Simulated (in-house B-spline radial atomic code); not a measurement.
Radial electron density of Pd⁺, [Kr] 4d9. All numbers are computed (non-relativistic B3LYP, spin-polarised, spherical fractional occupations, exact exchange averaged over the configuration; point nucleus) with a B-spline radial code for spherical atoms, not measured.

Columns: r (bohr), 4πr²n(r) (electrons per bohr), bar.

```
 0.00144    1.556 #
 0.00175    2.234 #
 0.00214    3.223 ##
 0.00261    4.591 ###
 0.00319    6.502 ####
 0.00389    9.067 ######
 0.00475    12.49 ########
  0.0058    16.91 ##########
 0.00708    22.41 ##############
 0.00864    28.94 ##################
  0.0105    36.08 ######################
  0.0129    43.81 ###########################
  0.0157    50.47 ###############################
  0.0192     55.4 ##################################
  0.0234    57.38 ###################################
  0.0286     56.2 ##################################
  0.0349    52.87 ################################
  0.0425    49.93 ##############################
  0.0519    50.42 ###############################
  0.0634    56.15 ##################################
  0.0774    65.26 ########################################
  0.0944    72.18 ############################################
   0.115    71.28 ###########################################
   0.141    61.91 ######################################
   0.172    51.81 ################################
    0.21    49.55 ##############################
   0.256    55.11 ##################################
   0.312    58.14 ###################################
   0.381    49.37 ##############################
   0.465    32.25 ####################
   0.568    18.78 ###########
   0.693    15.31 #########
   0.845    16.98 ##########
    1.03     16.6 ##########
    1.26    12.55 ########
    1.54    7.608 #####
    1.88    3.935 ##
    2.29    1.818 #
    2.79   0.7379 
    3.41   0.2458 
    4.16  0.06384 
    5.08  0.01159
```

On this grid the curve has 4 maxima, near 0.0234, 0.0944, 0.312, 0.845 bohr.

The 4p up radial function P(r) = rR(r), positive near the nucleus:

```json
{"r (bohr)": "0.00175", "P": "0.001295"}
{"r (bohr)": "0.00261", "P": "0.002825"}
{"r (bohr)": "0.00389", "P": "0.006093"}
{"r (bohr)": "0.0058", "P": "0.01296"}
{"r (bohr)": "0.00864", "P": "0.02693"}
{"r (bohr)": "0.0129", "P": "0.05438"}
{"r (bohr)": "0.0192", "P": "0.104"}
{"r (bohr)": "0.0286", "P": "0.1847"}
{"r (bohr)": "0.0425", "P": "0.2914"}
{"r (bohr)": "0.0634", "P": "0.3801"}
{"r (bohr)": "0.0944", "P": "0.338"}
{"r (bohr)": "0.141", "P": "0.03952"}
{"r (bohr)": "0.21", "P": "-0.4224"}
{"r (bohr)": "0.312", "P": "-0.5741"}
{"r (bohr)": "0.465", "P": "0.004797"}
{"r (bohr)": "0.693", "P": "0.8718"}
{"r (bohr)": "1.03", "P": "1.079"}
{"r (bohr)": "1.54", "P": "0.5989"}
{"r (bohr)": "2.29", "P": "0.1663"}
{"r (bohr)": "3.41", "P": "0.02002"}
```
